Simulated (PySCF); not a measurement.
C₁₀H₁₂.
SMILES with atom numbers: `[cH:1]1[cH:2][cH:3][c:4]([CH:5]2[CH2:6][CH2:7][CH2:8]2)[cH:9][cH:10]1` (hydrogens: H11 on C1; H12 on C2; H13 on C3; H14 on C5; H15, H16 on C6; H17, H18 on C7; H19, H20 on C8; H21 on C9; H22 on C10)

Method: PBE0-D3(BJ)/def2-SVP geometry optimisation, gas phase (PySCF 2.14.0); density fitting, grid level 1; the optimiser is geomeTRIC in internal coordinates, started from a GFN2-xTB structure.

Geometry at step 0:
```
atom  x, y, z in Å
C1      3.1711    0.3760   -0.0791
C2      2.1953    1.3409    0.1052
C3      0.8593    0.9855    0.1100
C4      0.4738   -0.3386   -0.0730
C5     -0.9725   -0.7221   -0.0670
C6     -1.8062   -0.2362    1.1411
C7     -2.7880    0.4637    0.1908
C8     -1.9013    0.0844   -1.0038
C9      1.4623   -1.2968   -0.2609
C10     2.8003   -0.9444   -0.2621
H11     4.2153    0.6523   -0.0795
H12     2.4777    2.3745    0.2463
H13     0.1066    1.7464    0.2577
H14    -1.0643   -1.7983   -0.2238
H15    -2.2360   -1.0339    1.7432
H16    -1.2612    0.4400    1.7963
H17    -3.7748    0.0061    0.1662
H18    -2.9066    1.5328    0.3555
H19    -1.4064    0.9293   -1.4782
H20    -2.3919   -0.5081   -1.7730
H21     1.1813   -2.3306   -0.4074
H22     3.5558   -1.7035   -0.4054
```

Question: Give the atomic forces at this geometry.

Answer: 
| atom | Fx (eV/Å) | Fy (eV/Å) | Fz (eV/Å) |
| --- | --- | --- | --- |
| C1 | 0.109 | -0.016 | -0.005 |
| C2 | -0.001 | 0.094 | 0.016 |
| C3 | 0.047 | -0.004 | -0.006 |
| C4 | -0.358 | -0.317 | -0.036 |
| C5 | 0.212 | 0.257 | 0.024 |
| C6 | -0.174 | -0.020 | -0.272 |
| C7 | 0.159 | -0.075 | -0.022 |
| C8 | -0.146 | -0.104 | 0.265 |
| C9 | 0.009 | 0.010 | 0.006 |
| C10 | 0.100 | -0.019 | -0.005 |
| H11 | 0.450 | 0.121 | -0.003 |
| H12 | 0.114 | 0.432 | 0.065 |
| H13 | -0.328 | 0.362 | 0.066 |
| H14 | -0.002 | -0.284 | -0.043 |
| H15 | -0.116 | -0.282 | 0.292 |
| H16 | 0.209 | 0.211 | 0.261 |
| H17 | -0.393 | -0.113 | 0.000 |
| H18 | -0.117 | 0.402 | 0.068 |
| H19 | 0.188 | 0.281 | -0.203 |
| H20 | -0.144 | -0.188 | -0.349 |
| H21 | -0.147 | -0.424 | -0.052 |
| H22 | 0.327 | -0.324 | -0.067 |

The largest, 0.49 eV/Å, acts on H13 (C4 within 3 % of it); the rms over all components is 0.206 eV/Å. The forces sum to zero within rounding, as they must for an isolated molecule in no field.

Question: Give the force on H13 in Eh/bohr and in nN.

Answer: 0.493 eV/Å ÷ 51.422 = 0.00958 Eh/bohr, and 0.493 eV/Å × 1.602 = 0.79 nN.

Question: How far is this geometry from the end of the optimisation?

Answer: 0.107 eV above it, and 0.332 Å rms away after alignment. The bonds farthest from their final lengths, with half the difference of the two atoms' forces along the bond (positive lengthens):

| bond | now (Å) | final (Å) | force along bond (eV/Å) |
| --- | --- | --- | --- |
| C6–H16 | 1.088 | 1.101 | +0.33 |
| C3–H13 | 1.080 | 1.094 | +0.26 |
| C8–H19 | 1.088 | 1.101 | +0.33 |
| C7–H17 | 1.088 | 1.101 | +0.26 |
| C8–H20 | 1.088 | 1.101 | +0.24 |
| C6–H15 | 1.088 | 1.101 | +0.24 |

The angle farthest from its final value is C4–C5–C8, 116.4° against 120.4°.

Of the 6 listed bonds off by 0.010 Å or more, this force points towards the final length in 6.

What follows is the cost of the whole optimisation. Rough CPU time on one thread of a shared machine: about 11 min.
